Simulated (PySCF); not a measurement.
# N²⁺ (nitrogen, charge +2) across methods

[He] 2s2 3d1, 2D determinant (an excited configuration). All numbers are calculated (PySCF 2.14, the non-relativistic Hamiltonian (point nucleus), in aug-cc-pVTZ (5s4p3d2f, 46 functions)).

```json
{"method": "UHF", "E (hartree)": "-51.58586", "mean ε 2s α (eV)": "-65.220", "mean ε 2s β (eV)": "-64.962", "mean ε 3d α (eV)": "-13.759", "Σ⟨r²⟩ (bohr²)": "12.64", "⟨S²⟩": "0.750"}
{"method": "r2SCAN", "E (hartree)": "-51.7015", "mean ε 2s α (eV)": "-58.365", "mean ε 2s β (eV)": "-58.103", "mean ε 3d α (eV)": "-12.008", "Σ⟨r²⟩ (bohr²)": "12.33", "⟨S²⟩": "0.750"}
{"method": "LDA", "E (hartree)": "-51.2713", "mean ε 2s α (eV)": "-57.713", "mean ε 2s β (eV)": "-57.326", "mean ε 3d α (eV)": "-11.758", "Σ⟨r²⟩ (bohr²)": "12.26", "⟨S²⟩": "0.750"}
{"method": "MN15", "E (hartree)": "-51.7087", "mean ε 2s α (eV)": "-60.812", "mean ε 2s β (eV)": "-60.377", "mean ε 3d α (eV)": "-12.645", "Σ⟨r²⟩ (bohr²)": "11.92", "⟨S²⟩": "0.750"}
{"method": "B3LYP", "E (hartree)": "-51.7469", "mean ε 2s α (eV)": "-59.637", "mean ε 2s β (eV)": "-59.391", "mean ε 3d α (eV)": "-12.552", "Σ⟨r²⟩ (bohr²)": "12.30", "⟨S²⟩": "0.750"}
{"method": "PBE0", "E (hartree)": "-51.6910", "mean ε 2s α (eV)": "-59.991", "mean ε 2s β (eV)": "-59.688", "mean ε 3d α (eV)": "-12.638", "Σ⟨r²⟩ (bohr²)": "12.31", "⟨S²⟩": "0.750"}
{"method": "PBE", "E (hartree)": "-51.6898", "mean ε 2s α (eV)": "-57.921", "mean ε 2s β (eV)": "-57.580", "mean ε 3d α (eV)": "-12.112", "Σ⟨r²⟩ (bohr²)": "12.23", "⟨S²⟩": "0.750"}
{"method": "BP86", "E (hartree)": "-51.7502", "mean ε 2s α (eV)": "-57.977", "mean ε 2s β (eV)": "-57.714", "mean ε 3d α (eV)": "-12.218", "Σ⟨r²⟩ (bohr²)": "12.23", "⟨S²⟩": "0.750"}
{"method": "PW91", "E (hartree)": "-51.7216", "mean ε 2s α (eV)": "-58.003", "mean ε 2s β (eV)": "-57.652", "mean ε 3d α (eV)": "-12.126", "Σ⟨r²⟩ (bohr²)": "12.21", "⟨S²⟩": "0.750"}
```

The outer electron is Rydberg-like, and this basis confines it to a smaller radius and binds it less than a complete one would.
